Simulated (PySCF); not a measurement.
From one molecule to another.

First species: C7H9F.
SMILES: `C=C/C=C(/C=C)CF`

Second species: C₇H₉F.
Numbering: `[CH3:1][C@:2]12[C@@H:3]3[CH2:4][C@@:5]1([F:6])[CH2:7][C@H:8]23` (hydrogens: H9, H10, H11 on C1; H12 on C3; H13, H14 on C4; H15, H16 on C7; H17 on C8)

Levels: PBE0/pcSseg-1 for dipole moment, HOMO energy, LUMO energy and HOMO–LUMO gap; GFN2-xTB for rotational constant A and rotational constant C. Geometries: GFN2-xTB. Each structure is a single optimised conformer of the isolated species, non-relativistic unless stated. Electronic properties by PySCF.

Dipoles, sizes and rotational constants follow the conformer. The torsions of the flexible species, by atom-mapped SMILES:
- `[CH2:1]=[CH:2]/[CH:3]=[C:4](/[CH:5]=[CH2:6])[CH2:7][F:8]`: C1–C2–C3–C4 -178°, C3–C4–C5–C6 176°, C3–C4–C7–F8 -114°

```tsv
property	column X	column Y
dipole moment	1.75 D	1.89 D
HOMO energy	-7.09 eV	-6.47 eV
LUMO energy	1.62 eV	-1.64 eV
HOMO–LUMO gap	8.71 eV	4.83 eV
rotational constant A	2.826 GHz	3.596 GHz
rotational constant C	1.941 GHz	0.919 GHz
```

Question: Which column belongs to which species?

Answer: Column X is the second species and column Y the first. The first has 17 atoms and 60 electrons, the second 17 and 60.

Question: How does each property change from the first species to the second?

Answer: dipole moment -0.14 D; HOMO energy -0.62 eV; LUMO energy +3.26 eV; HOMO–LUMO gap +3.88 eV; rotational constant A -0.770 GHz; rotational constant C +1.022 GHz.

On the first: The dipole matches unit charges of opposite sign 0.39 Å apart (1 e·Å = 4.8032 D).

On the second: A dipole of 1.75 D is allowed in Cs, and pure rotational transitions are dipole-allowed. In atomic units the dipole is 0.69 e·bohr (1 au = 2.5417 D).
